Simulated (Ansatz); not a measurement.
CH5O2Sn (`C[O][SnH][OH]`) radical, relaxed with UKS PBE0-D4/def2-TZVP in the Gaussian-basis code of Ansatz from a GFN2-xTB geometry. The force threshold is 0.005 eV/Å; the program also tests the step.

The species carries charge 0 and has multiplicity 2. Sn takes the def2 core potential.

Start:

```xyz
9

C    -0.683    1.065   -1.235
O    -0.445    0.213   -0.177
Sn    1.088   -0.360    1.249
O     0.011   -1.879    2.124
H    -1.598    0.723   -1.737
H    -0.840    2.097   -0.905
H     0.123    1.042   -1.977
H     3.221   -0.896    0.870
H    -0.877   -2.004    1.787
```

```tsv
step	energy (eV)	largest force (eV/Å)	largest move (Å)
1	-11039.2471	2.110	0.000
2	-11039.7890	1.102	0.195
3	-11040.0785	0.733	0.190
4	-11040.2657	0.518	0.195
5	-11040.3492	0.196	0.194
6	-11040.3734	0.126	0.136
7 (rejected)	-11040.3119	0.602	0.194
8	-11040.3850	0.092	0.097
9	-11040.3865	0.319	0.099
10 (rejected)	-11040.3847	0.176	0.150
11	-11040.3898	0.068	0.065
12	-11040.3908	0.031	0.027
13	-11040.3912	0.030	0.019
14	-11040.3913	0.033	0.017
15	-11040.3914	0.008	0.006
16	-11040.3914	0.011	0.007
17	-11040.3914	0.004	0.005
18	-11040.3914	0.005	0.006
19	-11040.3914	0.006	0.006
20	-11040.3914	0.005	0.002
```

End:

```xyz
9

C    -0.534    0.981   -1.150
O    -0.592    0.023   -0.127
Sn    0.855   -0.223    1.197
O     0.255   -1.890    2.050
H    -1.302    0.738   -1.892
H    -0.738    1.994   -0.781
H     0.435    0.995   -1.669
H     2.322   -0.640    0.341
H    -0.702   -1.978    2.031
```

It took 60 s on 2 threads of an AMD EPYC 7R13 on a shared host and a share of an NVIDIA H100 80 GB, with 0.9 GiB of host memory at the peak.
